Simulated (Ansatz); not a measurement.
C₂H₁₀AlAsO, SMILES `[CH3][Al-]([CH3])([OH])[AsH3+]`. Total charge 0; spin multiplicity 1.

```xyz
15

C    -1.921    0.482   -0.580
Al   -0.181   -0.430   -0.567
C     0.165   -2.010    0.536
O     0.865   -0.253   -1.928
As    1.287    1.363    0.916
H    -2.652   -0.088   -1.164
H    -2.336    0.584    0.428
H    -1.875    1.484   -1.020
H     1.229   -2.262    0.568
H    -0.355   -2.885    0.128
H    -0.184   -1.888    1.566
H     0.639    0.325   -2.655
H     2.750    1.026    1.068
H     1.498    2.751    0.357
H     1.071    1.801    2.348
```

Problem. What are the harmonic wavenumbers in cm⁻¹ at PBE0-D4/def2-TZVP (Ansatz, finite differences of forces, unscaled)? (Best estimate.)

Solution. Ansatz gave: 58, 72, 75, 104, 110, 118, 154, 191, 204, 257, 278, 320, 543, 585, 596, 638, 677, 693, 725, 827, 905, 1010, 1011, 1215, 1216, 1441, 1443, 1447, 1451, 2260, 2280, 2290, 3027, 3030, 3101, 3103, 3110, 3117, 3958.

Problem. Is this a minimum?

Solution. Yes, all 39 modes are real.

Problem. Give the ideal-gas thermochemistry at 298.15 K and 1 bar (rigid rotor, harmonic oscillator; point group C1, symmetry number 1).

Solution. Zero-point energy 284.9 kJ/mol; H(298) − E = 318.2 kJ/mol; entropy 448.3 J/(mol·K), of which translation 171.5, rotation 120.5, vibration 156.2; G(298) − E = 184.5 kJ/mol. Modes under 100 cm⁻¹ are hindered rotations or soft bends, so the harmonic entropy is rough.

Problem. And at 400, 500, 600, 800 and 1000 K?

Solution. 
| T (K) | H − E (kJ/mol) | S (J/mol/K) | G − E (kJ/mol) |
| --- | --- | --- | --- |
| 400 | 336.4 | 500.7 | 136.1 |
| 500 | 356.6 | 545.7 | 83.8 |
| 600 | 378.7 | 585.9 | 27.1 |
| 800 | 427.1 | 655.4 | -97.2 |
| 1000 | 480.3 | 714.6 | -234.3 |

Problem. Rotational constants (cm⁻¹)?

Solution. 0.09128, 0.04064, 0.03906.
